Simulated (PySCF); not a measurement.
Compound: potassium hydride, KH.
Numbering: `[KH:1]` (hydrogens: H2 on K1)

Computed with PySCF at B3LYP/def2-SVPD, non-relativistic, on one gas-phase PBE0-D3(BJ)/def2-SVP geometry that isn't relaxed in the solvent. The solvent is an IEF-PCM continuum (Bondi radii, 1.10 Å for H, scaled by 1.2), and excitations are vertical TDDFT with non-equilibrium linear response and a frozen core. Only the electrostatic response of the medium enters.

Gas-phase singlets (H = HOMO, L = LUMO):

| state | E (eV) | λ (nm) | f | leading configuration |
| --- | --- | --- | --- | --- |
| S1 | 2.515 | 493 | 0.166 | H→L 96% |
| S2 | 3.202 | 387 | 0.188 | H→L+1 99% |
| S3 | 3.204 | 387 | 0.188 | H→L+2 99% |
| S4 | 4.074 | 304 | 0.049 | H→L+3 99% |
| S5 | 4.623 | 268 | 0.010 | H→L+4 94% |

Problem. How does the list change in chloroform (ε = 4.711)?

Solution. 
```json
{"state": "S1", "E (eV)": "3.442", "λ (nm)": "360", "f": "0.127", "leading configuration": "H→L 97%", "change by rank (eV)": "+0.927"}
{"state": "S2", "E (eV)": "4.110", "λ (nm)": "302", "f": "0.177", "leading configuration": "H→L+1 74%", "change by rank (eV)": "+0.908"}
{"state": "S3", "E (eV)": "4.114", "λ (nm)": "301", "f": "0.178", "leading configuration": "H→L+2 74%", "change by rank (eV)": "+0.910"}
{"state": "S4", "E (eV)": "4.742", "λ (nm)": "261", "f": "0.031", "leading configuration": "H→L+3 93%", "change by rank (eV)": "+0.668"}
{"state": "S5", "E (eV)": "5.290", "λ (nm)": "234", "f": "0.028", "leading configuration": "H→L+4 95%", "change by rank (eV)": "+0.667"}
```

Problem. The ground-state energy changes by -0.519 eV from gas to chloroform. By how much does the total energy of gas-phase S5 change?

Solution. E(S5) = E(S0) + excitation energy, so it changes by -0.519 + 0.119 = -0.400 eV: it is lowered less than the ground state, which is what a blue shift means. This is the vertical state, with the slow part of the continuum still set for S0.

Problem. How do the frontier levels move from gas to chloroform?

Solution. 
```tsv
orbital	gas (eV)	solvent (eV)	change (eV)	Löwdin shares, gas	Löwdin shares, solvent
LUMO+2	-0.23	0.02	+0.25	K1 99 %	K1 98 %
LUMO+1	-0.23	0.02	+0.25	K1 99 %	K1 98 %
LUMO	-1.42	-0.93	+0.49	K1 94 %, H2 6 %	K1 95 %, H2 5 %
HOMO	-4.16	-4.89	-0.73	H2 63 %, K1 37 %	H2 67 %, K1 33 %
HOMO-1	-20.23	-20.39	-0.16	K1 97 %	K1 97 %
HOMO-2	-20.43	-20.57	-0.14	K1 100 %	K1 100 %
HOMO-3	-20.43	-20.57	-0.14	K1 100 %	K1 100 %
```

The HOMO–LUMO gap goes from 2.74 to 3.96 eV. Shares within a degenerate set are those of one arbitrary member.

Hardware: one thread of an Arm Neoverse N1 (shared host). Cost: 0.58 s, 0.26 GiB resident at most. This is the whole response run at B3LYP/def2-SVPD in chloroform, SCF included.
